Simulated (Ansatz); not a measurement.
`F[Si](F)(F)O[Si](Cl)(Cl)Cl`, charge 0, multiplicity 1.

(1) Give a relaxed structure at PBE0-D4/def2-TZVP (the Gaussian-basis code of Ansatz). (An estimate is asked.)

Results:

(1) Computed: 
Z-matrix (Å, degrees):
```
Si
F 1 1.566
F 1 1.564 2 108.8
F 1 1.566 2 108.6 3 -118.3
O 1 1.598 2 110.7 3 120.1
Si 5 1.613 1 154.9 2 47.9
Cl 6 2.019 5 109.3 1 -71.6
Cl 6 2.020 5 109.4 1 48.6
Cl 6 2.016 5 108.2 1 168.6
```
This is one stationary point; other conformers may exist.
